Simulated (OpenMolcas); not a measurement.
Multiconfigurational calculation on F3+

Input:

```
&GATEWAY
Coord
1

F 0.0 0.0 0.0
Basis=ANO-RCC-VDZP
Group=XYZ
NoMove
AngMom=0.0 0.0 0.0
AMFI
&SEWARD
* reference wave functions (RASSCF and RASSI steps not shown): 4 electrons in 4 orbitals (2s 2p)
>>> COPY JOB001 $Project.JobIph
&CASPT2
Multistate=3 1 2 3
Frozen=0 0
IPEA=0.25
Imaginary=0.1
MaxIter=60
WThr=0.0 0.3 0.05
PrWF=0.5
NoMix
>>> COPY JOB002 $Project.JobIph
&CASPT2
Multistate=6 1 2 3 4 5 6
Frozen=0 0
IPEA=0.25
Imaginary=0.1
MaxIter=60
WThr=0.0 0.3 0.05
PrWF=0.5
NoMix
>>> COPY JOB003 $Project.JobIph
&CASPT2
Multistate=1 1
Frozen=0 0
IPEA=0.25
Imaginary=0.1
MaxIter=60
WThr=0.0 0.3 0.05
PrWF=0.5
NoMix
...
```

Output, cut to the results:

```
--- CASPT2 ---
Orbital specifications:
      -----------------------

      Symmetry species                           1   2
                                                ag  au
      Frozen orbitals                            0   0
      Inactive orbitals                          1   0
      Active orbitals                            1   3
      Secondary orbitals                         6   3
      Deleted orbitals                           0   0
      Number of basis functions                  8   6
Type of calculation                        MS-CASPT2
      Fock operator                              state-specific
      IPEA shift                                 0.25
      Real shift                                 0.00
      Imaginary shift                            0.10
      The input orbitals will be transformed to quasi-canonical
Reference energy:         -95.3927901192
      E2 (Non-variational):      -0.0468054219
      Shift correction:          -0.0000176847
      E2 (Variational):          -0.0468231066
      Total energy:             -95.4396132257
      Residual norm:              0.0000005781
      Reference weight:           0.99118
      Contributions to the CASPT2 correlation energy
      Active & Virtual Only:         -0.0460239071
      One Inactive Excited:          -0.0006087633
      Two Inactive Excited:          -0.0001727516
Reference energy:         -95.3927901192
      E2 (Non-variational):      -0.0468054215
      Shift correction:          -0.0000176847
      E2 (Variational):          -0.0468231062
      Total energy:             -95.4396132253
      Residual norm:              0.0000005781
      Reference weight:           0.99118
      Contributions to the CASPT2 correlation energy
      Active & Virtual Only:         -0.0460239067
      One Inactive Excited:          -0.0006087633
      Two Inactive Excited:          -0.0001727516
::    CASPT2 Root  1     Total energy:    -95.43961323
::    CASPT2 Root  2     Total energy:    -95.43961323
::    CASPT2 Root  3     Total energy:    -95.43961323
::    MS-CASPT2 Root  1     Total energy:    -95.43961323
::    MS-CASPT2 Root  2     Total energy:    -95.43961323
::    MS-CASPT2 Root  3     Total energy:    -95.43961323
--- CASPT2 ---
Orbital specifications:
      -----------------------

      Symmetry species                           1   2
                                                ag  au
      Frozen orbitals                            0   0
      Inactive orbitals                          1   0
      Active orbitals                            1   3
      Secondary orbitals                         6   3
      Deleted orbitals                           0   0
      Number of basis functions                  8   6
Type of calculation                        MS-CASPT2
      Fock operator                              state-specific
      IPEA shift                                 0.25
      Real shift                                 0.00
      Imaginary shift                            0.10
      The input orbitals will be transformed to quasi-canonical
Reference energy:         -95.2756463474
      E2 (Non-variational):      -0.0503068719
      Shift correction:          -0.0000197641
      E2 (Variational):          -0.0503266359
      Total energy:             -95.3259729834
      Residual norm:              0.0000005125
      Reference weight:           0.99031
      Contributions to the CASPT2 correlation energy
      Active & Virtual Only:         -0.0495625180
      One Inactive Excited:          -0.0005707161
      Two Inactive Excited:          -0.0001736378
Reference energy:         -95.2756463474
      E2 (Non-variational):      -0.0503089805
      Shift correction:          -0.0000197703
      E2 (Variational):          -0.0503287508
      Total energy:             -95.3259750982
      Residual norm:              0.0000005143
      Reference weight:           0.99030
      Contributions to the CASPT2 correlation energy
      Active & Virtual Only:         -0.0495646196
      One Inactive Excited:          -0.0005707180
      Two Inactive Excited:          -0.0001736430
::    CASPT2 Root  1     Total energy:    -95.32597298
::    CASPT2 Root  2     Total energy:    -95.32597510
::    CASPT2 Root  3     Total energy:    -95.32597529
::    CASPT2 Root  4     Total energy:    -95.32597083
::    CASPT2 Root  5     Total energy:    -95.32592723
::    CASPT2 Root  6     Total energy:    -95.20440501
::    MS-CASPT2 Root  1     Total energy:    -95.32600346
::    MS-CASPT2 Root  2     Total energy:    -95.32598752
::    MS-CASPT2 Root  3     Total energy:    -95.32597084
::    MS-CASPT2 Root  4     Total energy:    -95.32596354
::    MS-CASPT2 Root  5     Total energy:    -95.32589608
::    MS-CASPT2 Root  6     Total energy:    -95.20440500
--- CASPT2 ---
Orbital specifications:
      -----------------------

      Symmetry species                           1   2
                                                ag  au
      Frozen orbitals                            0   0
      Inactive orbitals                          1   0
      Active orbitals                            1   3
      Secondary orbitals                         6   3
      Deleted orbitals                           0   0
      Number of basis functions                  8   6
Type of calculation                        SS-CASPT2
      Fock operator                              state-specific
      IPEA shift                                 0.25
      Real shift                                 0.00
      Imaginary shift                            0.10
      The input orbitals will be transformed to quasi-canonical
Reference energy:         -95.0899976544
      E2 (Non-variational):      -0.0146116799
      Shift correction:          -0.0000032440
      E2 (Variational):          -0.0146149238
      Total energy:             -95.1046125782
      Residual norm:              0.0000000307
      Reference weight:           0.99790
...
```

Levels above the lowest, from the spin-orbit matrix with the single-state CASPT2 energies, averaged by term, on its diagonal:

```csv
Configuration,Term,J,E (cm-1),Measured (cm-1),g,Term weight %
2s2 2p2,3P,0,0.0,0.0,,100
2s2 2p2,3P,1,193,225,1.501,100
2s2 2p2,3P,2,566,613,1.501,100
2s2 2p2,1D,2,25330,25241,1.000,100
2s2 2p2,1S,0,52010,53544,,100
2s 2p3,5S*,2,73900,,2.002,100
2s 2p3,3D*,2,149520,147889,1.167,100
2s 2p3,3D*,1,149520,147902,0.499,100
2s 2p3,3D*,3,149520,147842,1.334,100
2s 2p3,3P*,0,177680,,,100
2s 2p3,3P*,1,177680,175242,1.501,100
2s 2p3,3P*,2,177690,175237,1.501,100
2s 2p3,1D*,2,234920,,1.000,100
2s 2p3,3S*,1,245380,,2.002,100
2s 2p3,1P*,1,262790,257390,1.000,100
```

Against the 10 measured excited levels shown (Moore, Atomic Energy Levels, vol. I, NSRDS-NBS 35 (1971 reprint of NBS Circular 467, 1949)) the mean absolute deviation is 1700 cm-1; the largest miss in energy is 2s 2p3 1P* 1: computed 262790, measured 257390 cm-1 (+2.1 %), and the largest in proportion 2s2 2p2 3P1 (-14.2 %).

CASPT2 does not keep the components of a term degenerate, so their means are used; among the terms shown or strongly mixed into the levels shown the widest spread is 180 cm-1 (2s 2p3 1D*). The basis is small and was not contracted for so high a charge. Computed and measured levels are paired by configuration, term and J; levels that our copy of the source lacks, or whose pairing is in doubt (as where it misses far off the trend of its configuration), stay unpaired and out of the deviations. Levels of configurations outside the active space are missing. The first state left out of the spin-orbit step lies near 360000 cm-1 above the lowest spin-free state of the reference (among the parities and spins computed), and the list stops at four fifths of that energy or lower.

The term weight is that of the spin-free term in the level, not the purity of its configuration. * marks odd parity.
